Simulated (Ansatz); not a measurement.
Consider the substitution at a C–Ge bond: `[CH3][GeH]1[CH2][O][AlH]1` + `OC1=NCN1` → `CN1CN=C1O` + `[CH2]1[O][AlH][GeH2]1`.

Isolated molecules relaxed with PBE0-D4/def2-TZVP in Ansatz; ΔE leaves out vibrations. CCSD(T)/CBS adds triple-zeta CCSD(T) − MP2 to the extrapolated MP2 energy (def2 sets, frozen cores). DFT in def2-TZVPP. B3LYP here is the variant with VWN-RPA as its local correlation; programs differ in this. For Ge outer-core shells are correlated without core-valence functions, which leaves a few kJ/mol of doubt a bond. Scalar relativity is left out up to krypton. Each species was taken in one conformer, which may not be the lowest.

```csv
level,ΔE (kJ/mol),difference from CCSD(T)/CBS
PBE-D4,42.5,-3.6
r2SCAN-D4,44.0,-2.1
PBE0-D4,43.3,-2.8
B3LYP-D4,40.5,-5.6
ωB97X-V,41.2,-4.9
ωB97M-V,44.6,-1.5
B2PLYP,44.2,-1.9
PBE,43.4,-2.7
r2SCAN,44.2,-1.9
PBE0,44.0,-2.1
B3LYP,41.9,-4.2
HF/def2-TZVPP,38.6,-7.5
MP2/def2-TZVPP,49.5,3.4
SCS-MP2/def2-TZVPP,46.2,0.1
CCSD/def2-TZVPP,46.0,-0.1
CCSD(T)/def2-TZVPP,46.2,0.1
HF/def2-QZVPP,37.7,-8.4
MP2/def2-QZVPP,49.1,3.0
SCS-MP2/def2-QZVPP,46.0,-0.1
HF/CBS(def2),37.6,-8.5
MP2/CBS(def2),49.4,3.3
CCSD/CBS(def2),45.9,-0.2
CCSD(T)/CBS,46.1,0
```

Largest T1 diagnostic among the species: 0.014.

In def2-TZVPP, CCSD(T) changes the Hartree–Fock value by +7.7 kJ/mol (the triples alone add +0.2 kJ/mol) and MP2 by +10.9 kJ/mol.
